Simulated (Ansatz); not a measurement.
System: sum formula ZnOH, charge 0, multiplicity 2. The spin state was set by rule; other spins were not relaxed. 
Geometry from a B3LYP-D3(BJ)/def2-TZVP (Ansatz, a quantum-chemistry and plane-wave program) optimisation:
```
O
H 1 0.9650
Zn 1 1.8444 2 112.91
```
Charge 0, spin multiplicity 2.

Property: atomisation energy (electronic, to ground-state atoms), in kcal/mol. Valence correlation only, unless marked. UHF or UKS for open shells. Spin-orbit coupling is left out. The frozen core is the preceding noble-gas configuration, with the filled d and f shells of earlier blocks. Non-relativistic. The coupled-cluster limit lacks core correlation, which all-electron functionals hold. CBS marks a two-point X^-3 extrapolation of the correlation energy; Hartree-Fock from the larger set.

```tsv
level	program	atomisation energy (kcal/mol)
HF/def2-SVPD	Ansatz	100.2
```

Problem. Estimate the value at CCSD(T)/CBS(def2-TZVPP,def2-QZVPP) as computed with Ansatz.

Solution. 153.2 kcal/mol, so HF/def2-SVPD differs from it by -53.0 kcal/mol.
